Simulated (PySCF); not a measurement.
# Working out the excitation energy of Ge

Ge [Ar] 3d10 4s2 4p2 (3P) → Ge [Ar] 3d10 4s1 4p2 5s1 (5P). Calculation: PySCF 2.14, in aug-cc-pwCVDZ-PP with ECP10MDF (6s5p4d1f, 48 functions); scalar relativity through the core potential. Frozen: nothing. Energies in hartree (1 hartree = 27.21139 eV):

| part | Ge (lower) | Ge (upper) |
| --- | --- | --- |
| UHF | -293.342075 | -293.000205 |
| MP2 opposite-spin | -0.291076 | -0.244468 |
| MP2 same-spin | -0.146206 | -0.142714 |

**Question.** What does Hartree-Fock give?

**Answer.** (-293.000205) − (-293.342075) = 0.341870 hartree = 9.303 eV.

**Question.** What do MP2 and SCS-MP2 (6/5 opposite-spin, 1/3 same-spin) give?

**Answer.** The opposite-spin parts differ by 1.268 eV and the same-spin parts by 0.095 eV. MP2: 9.303 + (1.268) + (0.095) = 10.666 eV. SCS-MP2: 9.303 + 1.2 × (1.268) + (0.095)/3 = 10.856 eV.

The upper state lies above the first ionisation limit, but in LS coupling its spin forbids autoionisation to the ground ion. A Rydberg-like electron needs more diffuse functions than a valence basis has.

A double-zeta basis recovers only part of the correlation energy.
